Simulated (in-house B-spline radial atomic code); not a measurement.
Results of a calculation; reference values are marked as such.
**Weak and strong correlation along the adiabatic connection**

Two-electron singlets in several external potentials (atomic units), by full CI in B-splines with partial waves to l = 8 (correlation energies up to 0.6 % small). The repulsion is scaled by λ at fixed density; W(λ) is the mean repulsion less the Hartree energy, W(0) = E_x, and the area under W from 0 to 1 is E_xc.

One system gave this curve:

```json
{"λ": "0", "W (hartree)": "-0.46263"}
{"λ": "0.02", "W (hartree)": "-0.46455"}
{"λ": "0.05", "W (hartree)": "-0.46735"}
{"λ": "0.12", "W (hartree)": "-0.47358"}
{"λ": "0.25", "W (hartree)": "-0.48409"}
{"λ": "0.4", "W (hartree)": "-0.49476"}
{"λ": "0.6", "W (hartree)": "-0.507"}
{"λ": "0.8", "W (hartree)": "-0.51742"}
{"λ": "1", "W (hartree)": "-0.52639"}
{"λ": "1.4", "W (hartree)": "-0.54098"}
{"λ": "2", "W (hartree)": "-0.55711"}
{"λ": "3", "W (hartree)": "-0.57502"}
{"λ": "4.5", "W (hartree)": "-0.59135"}
{"λ": "7", "W (hartree)": "-0.60672"}
{"λ": "10", "W (hartree)": "-0.61725"}
```

(1) Which system is it?
A. −Z/r, Z = 1, wall at 6 bohr
B. −Z exp(−kr)/r, Z = 8.31, k = 1.64
C. ω²r²/2 − Z/r, ω = 3.2, Z = -0.5
D. ω²r²/2 − Z/r, ω = 1.81, Z = 3

Results:

(1) A. The exchange energy sets the size: −Z/r, Z = 1, wall at 6 bohr: E_x = -0.463, E_c = -0.0363; −Z exp(−kr)/r, Z = 8.31, k = 1.64: E_x = -4.81, E_c = -0.0455; ω²r²/2 − Z/r, ω = 1.81, Z = 3: E_x = -1.9, E_c = -0.0427; ω²r²/2 − Z/r, ω = 3.2, Z = -0.5: E_x = -1.3, E_c = -0.0457 hartree.
